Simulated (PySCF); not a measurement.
Compound: C7H14.
Bonds: C1–C2, C2–C3, C2–C4, C2–C5, C5–C6, C6–C7, C5–C7. Hydrogens: H8, H9, H10 on C1; H11, H12, H13 on C3; H14, H15, H16 on C4; H17 on C5; H18, H19 on C6; H20, H21 on C7.

The same species was optimised twice, with GFN2-xTB and with PBE0-D3(BJ)/def2-SVP (PySCF), and the same property calculations (PySCF, gas phase) were run on both structures.

```csv
coordinate,GFN2-xTB,PBE0-D3(BJ)/def2-SVP,change
C6–C7 (Å),1.499,1.503,+0.004
C2–C5 (Å),1.523,1.527,+0.004
C2–C3 (Å),1.533,1.531,-0.002
C1–C2 (Å),1.533,1.531,-0.002
C2–C4 (Å),1.529,1.529,0.000
C5–C7 (Å),1.498,1.499,+0.001
C5–C6 (Å),1.499,1.499,0.000
C4–C2–C5 (°),113.4,112.9,-0.5
C1–C2–C3 (°),109.4,109.7,+0.3
C3–C2–C4 (°),108.9,109.1,+0.2
C6–C5–C7 (°),60.0,60.2,+0.2
C1–C2–C4 (°),108.9,109.0,+0.1
C5–C7–C6 (°),60.0,59.9,-0.1
C3–C2–C5 (°),108.1,108.0,-0.1
C5–C6–C7 (°),60.0,59.9,-0.1
C1–C2–C5–C6 (°),84,84,0
```

Rotational constants: A = 3743, B = 2016, C = 1904 MHz (GFN2-xTB) against A = 3723, B = 2014, C = 1901 MHz (PBE0-D3(BJ)/def2-SVP). Point groups within 0.08 Å: Cs and Cs.

On the GFN2-xTB structure: HOMO (eV) -7.88 [PBE0/pcSseg-1]; LUMO (eV) 1.47 [PBE0/pcSseg-1]; dipole (D) 0.09 [PBE0/pcSseg-1]; GIAO shielding of C1/C3/C4 (mean) (ppm) 157.3 [PBE0/pcSseg-1]; GIAO shielding of C2 (ppm) 155.1 [PBE0/pcSseg-1]; GIAO shielding of C5 (ppm) 161.3 [PBE0/pcSseg-1]; GIAO shielding of C6/C7 (mean) (ppm) 184.6 [PBE0/pcSseg-1].

**Question.** What do these properties become on the PBE0-D3(BJ)/def2-SVP structure?

**Answer.** 
```csv
property,level,on GFN2-xTB,on PBE0-D3(BJ)/def2-SVP,change
HOMO (eV),PBE0/pcSseg-1,-7.88,-7.90,-0.02
LUMO (eV),PBE0/pcSseg-1,1.47,1.43,-0.04
dipole (D),PBE0/pcSseg-1,0.09,0.10,+0.01
"energy, GFN2-xTB geometry as zero (kcal/mol)",PBE0/pcSseg-1,0.0,-0.4,-0.4
GIAO shielding of C1/C3/C4 (mean) (ppm),PBE0/pcSseg-1,157.3,155.3,-2.0
GIAO shielding of C2 (ppm),PBE0/pcSseg-1,155.1,154.9,-0.2
GIAO shielding of C5 (ppm),PBE0/pcSseg-1,161.3,160.1,-1.2
GIAO shielding of C6/C7 (mean) (ppm),PBE0/pcSseg-1,184.6,182.4,-2.2
```

The heavy atoms differ by 0.003 Å rms after alignment. Among bonds between heavy atoms C2–C5 and C6–C7 change most and about equally (+0.004 Å). Changes are differences of the printed values. Neither structure is proved a minimum here.

Shape of the structure used: `[CH3:1][C:2]([CH3:3])([CH3:4])[CH:5]1[CH2:6][CH2:7]1`: C1–C2–C5–C6 84°.
